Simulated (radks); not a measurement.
Q: All-electron atom: Ho2+ in [Xe] 4f11. Calculated with a radial shooting solver on a logarithmic mesh with Libxc functionals: Dirac Kohn-Sham, PBE, spin-unpolarised, spherical densities, point nucleus; open shells fill j = l - 1/2 first.

Spin-orbit splittings of the eigenvalues, e(l+1/2) - e(l-1/2), with zeta = 2 splitting/(2l+1) and mean radii in bohr:

| shell | occ. | splitting (eV) | zeta (eV) | <r> j=l-1/2 | <r> j=l+1/2 |
|---|---|---|---|---|---|
| 2p | 6 | 857.0 | 571.3 | 0.07290 | 0.08007 |
| 3p | 6 | ? | ? | 0.2191 | 0.2326 |
| 3d | 10 | 39.11 | 15.64 | 0.2054 | 0.2096 |
| 4p | 6 | 40.12 | 26.75 | 0.5286 | 0.5597 |
| 4d | 10 | 7.276 | 2.910 | 0.5903 | 0.6014 |
| 4f | 11 | 0.9779 | 0.2794 | 0.8343 | 0.8531 |
| 5p | 6 | 5.045 | 3.363 | 1.438 | 1.543 |
| 5d | 0 | 0.3408 | 0.1363 | 2.425 | 2.482 |

Estimate the 3p splitting.

A: 179.0 eV (zeta = 119.3 eV).
